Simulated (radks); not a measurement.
Q: The mean radii <r> (bohr) of the occupied orbitals of an atom or ion are listed with their occupations. All-electron calculation, non-relativistic Kohn-Sham, TASK exchange with Perdew-Wang LDA correlation, spin-polarised, spherical densities, point nucleus; meta-GGA in the generalised Kohn-Sham scheme. Program: a radial shooting solver on a logarithmic mesh with Libxc functionals.

orbital  occ.      <r>
1s up       1  0.02715
1s down     1  0.02715
2s up       1   0.1165
2s down     1   0.1165
2p up       3  0.09910
2p down     3  0.09910
3s up       1   0.3064
3s down     1   0.3064
3p up       3   0.2964
3p down     3   0.2964
3d up       5   0.2671
3d down     5   0.2670
4s up       1   0.7053
4s down     1   0.7052
4p up       3   0.7293
4p down     3   0.7288
4d up       5   0.7953
4d down     5   0.7922
5s up       1    1.643
5s down     1    1.647
5p up       3    1.787
5p down     1    1.793

Name the element and its charge. Open shells, if any, are filled with parallel spins first.

A: Z = 56, barium, charge +4: Ba4+ in [Kr] 4d10 5s2 5p4. The 1s radius gives Z: for a bare nucleus <r> = 1.5/Z, 0.02679 bohr for Z = 56, and screening makes it slightly larger (0.02715 here). The occupations add up to 52, and the charge is Z minus that.
